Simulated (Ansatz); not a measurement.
Problem. Name a neutral molecule of Al, O, Si and H with LUMO energy (PBE0/def2-TZVPP) between -2.25 and -1.95 eV and HOMO–LUMO gap (B3LYP/def2-TZVPP) between 4.75 and 5.05 eV (Ansatz, PBE0-D4/def2-TZVP geometry).

Solution. `[AlH2][SiH2]O[SiH3]` (-2.11 eV, 4.89 eV); `O[SiH2][AlH2]` (-2.01 eV, 5.03 eV). Other molecules can fit too; these were computed, each in one conformer that needn't be the lowest.

B3LYP here is the variant with VWN-RPA as its local correlation; programs differ in this.
